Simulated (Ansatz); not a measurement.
Ideal-gas functions of Cl3Si (`Cl[Si](Cl)Cl`) radical at 298.15 K and 1 bar, from an Ansatz frequency run at PBE0-D4/def2-TZVP.

Molar mass 134.44 g/mol, point group C3v (symmetry number 3), electronic degeneracy 2, moments of inertia 207.461, 207.561, 394.356 u Å². Harmonic wavenumbers (cm⁻¹, unscaled): 163, 163, 239, 473, 589, 590.

Use S(trans) = R[1.5 ln M + 2.5 ln T − 1.1517]; rotational temperatures θ = 24.2544 K / I; S(rot) = R[ln(√π/σ · √(T³/θAθBθC)) + 1.5]; for each mode x = 1.438777 ν̃/T, S = R[x/(eˣ − 1) − ln(1 − e⁻ˣ)] and H = RT x/(eˣ − 1); 1 cm⁻¹ = 0.0119627 kJ/mol; R = 8.31446 J/(mol·K).

Problem. By hand: the entropy, in J/(mol·K).

Solution. Translation 170.0. Rotation: θ = 0.1169, 0.1169, 0.0615 K, giving 108.6. Vibration, mode by mode: 10.52, 10.52, 7.57, 3.05, 1.96, 1.95, in all 35.6. Electronic 5.8. Sum 320.0 J/(mol·K).

Problem. By hand: H − E and G − E in kJ/mol, counted from the electronic energy.

Solution. Zero-point energy ½ × 2217 × 0.0119627 = 13.3; thermal vibration 6.1; translation, rotation and pV give 4 RT = 9.9. H − E = 29.3 kJ/mol, and G − E = 29.3 − 298.15 × 320.0/1000 = -66.1 kJ/mol.

Vibration gives 11 % of the entropy.
